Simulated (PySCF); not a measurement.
SMILES [GeH3][SiH2][Si](Cl)(Cl)Cl (H5Cl3GeSi2), singlet, PBE0/def2-SVP optimised geometry.

```
11

Si     1.05     0.26     0.00
Cl     1.74    -1.68    -0.04
Cl     1.74     1.21    -1.69
Cl     1.85     1.20     1.65
Si    -1.28     0.26     0.00
Ge    -2.05    -0.90    -1.94
H     -1.74     1.68     0.00
H     -1.74    -0.41     1.25
H     -3.59    -0.88    -1.98
H     -1.50    -0.21    -3.20
H     -1.56    -2.36    -1.90
```

Density from PBE0/def2-TZVP (PySCF) at that geometry.

Minimum of the electron density along straight lines between bonded atoms, close to the bond critical point (lines longer than 1.1 times the sum of covalent radii, or with two minima, are not listed):

| bond | length / Å | ρ at the minimum / e bohr⁻³ | ∇²ρ there / e bohr⁻⁵ | position (fraction from the first atom) |
|---|---|---|---|---|
| Si1–Cl2 | 2.061 | 0.100 | 0.21 | 0.36 |
| Si1–Cl3 | 2.061 | 0.100 | 0.21 | 0.36 |
| Si1–Cl4 | 2.058 | 0.100 | 0.21 | 0.36 |
| Si1–Si5 | 2.330 | 0.094 | -0.12 | 0.64 |
| Si5–Ge6 | 2.387 | 0.088 | -0.13 | 0.48 |
| Si5–H7 | 1.495 | 0.118 | 0.15 | 0.49 |
| Si5–H8 | 1.495 | 0.118 | 0.15 | 0.49 |
| Ge6–H9 | 1.539 | 0.132 | 0.06 | 0.59 |
| Ge6–H10 | 1.538 | 0.133 | 0.05 | 0.59 |
| Ge6–H11 | 1.537 | 0.133 | 0.05 | 0.59 |
